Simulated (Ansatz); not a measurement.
Correlation energies of C$_{6}$H$_{15}$F$_{3}$GaP, SMILES `CC[P+](CC)(CC)[Ga-]([F])([F])[F]` by basis set

```xyz
26

C    -0.499    2.585   -0.946
C     0.113    1.828    0.224
P    -0.025    0.021    0.057
C    -1.790   -0.389    0.221
C    -2.078   -1.873    0.041
C     0.820   -0.707    1.494
C     2.329   -0.499    1.469
Ga    0.892   -0.763   -2.019
F    -0.501   -1.413   -2.900
F     2.080   -1.989   -1.543
F     1.604    0.680   -2.761
H    -1.569    2.390   -1.044
H    -0.375    3.660   -0.799
H    -0.009    2.312   -1.882
H     1.181    2.048    0.295
H    -0.343    2.114    1.178
H    -2.311    0.189   -0.546
H    -2.132   -0.022    1.195
H    -1.761   -2.211   -0.947
H    -1.575   -2.481    0.795
H    -3.150   -2.058    0.134
H     0.366   -0.290    2.399
H     0.590   -1.775    1.476
H     2.783   -0.968    2.344
H     2.766   -0.951    0.577
H     2.595    0.559    1.490
```

Total charge 0; spin multiplicity 1. Correlated methods include outer-core shells of Ga, which these sets cover unevenly. Scalar relativity is left out up to krypton. The geometry is a stationary point of PBE0-D4/def2-TZVP. It is one conformer, not always the lowest. Frozen core, restricted reference, the Gaussian-basis code of Ansatz.

```csv
basis,HF (Eh),MP2 corr.,CCSD corr.,(T),CCSD(T) total
def2-SVP,-2797.66531,-1.76644,-1.85354,-0.04925,-2799.56810
def2-TZVPP,-2798.67246,-2.20188,-2.27173,-0.08463,-2801.02882
def2-QZVPP,-2798.74812,-2.60068,–,–,–
```
